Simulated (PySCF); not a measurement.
Atomic charges by several schemes

Compound: Ta(NH)Cl3 (singlet state).
Cartesian coordinates in Å at the PBE0-D3(BJ)/def2-SVP level; atoms count from 1:
```
atom  x, y, z in Å
Ta1   -0.012   -0.005   -0.417
N2     0.016    0.020    1.327
H3     0.031    0.029    2.340
Cl4    2.178   -0.014   -1.118
Cl5   -1.102    1.906   -1.103
Cl6   -1.111   -1.935   -1.029
```

Density: PBE0/pcSseg-1 (def2-TZVP on Ta) (PySCF); schemes: Mulliken and ESP-fitted. Isolated species at its PBE0-D3(BJ)/def2-SVP geometry, gas phase. Atoms past krypton carry effective core potentials; spin–orbit coupling is left out.

Atoms with like bonding are taken together and averaged. Which atoms carry the lowest charge in the Mulliken and ESP-fitted schemes?

All schemes agree: Mulliken N2 (-0.358); ESP-fitted N2 (-0.660).

For which atoms does the sign change between the 2 schemes (beyond +0.03 e in one, beyond −0.03 e in another)?

For none.

At which atom do the 2 schemes differ most?

At N2: from -0.660 (ESP-fitted) to -0.358 e (Mulliken), 0.302 e apart.

What partial charge does each atom carry?

In e; atoms taken as equivalent share a row and are averaged (×n: the atom named and its like, n in all):

| atom | environment | Mulliken | ESP-fitted |
| --- | --- | --- | --- |
| Ta1 | tantalum bonded to 3 Cl and N | +0.975 | +0.742 |
| N2 | nitrogen bonded to Ta and H | -0.358 | -0.660 |
| H3 | hydrogen on N2 | +0.180 | +0.400 |
| Cl4/Cl5/Cl6 | chlorine bonded to Ta | -0.266 | -0.161 |

Mean size of the charges over all atoms: Mulliken 0.385 e, ESP-fitted 0.381 e. Each set sums to the total charge, 0, to within 0.001 e. The ESP scheme fits charges at the nuclei, held to the total charge, to the electrostatic potential on points at 1.4 to 2.0 times the van der Waals radii.

Sum the charges by element, for elements with more than one atom.

| element | atoms | Mulliken | ESP-fitted |
| --- | --- | --- | --- |
| Cl | 3 | -0.798 | -0.482 |
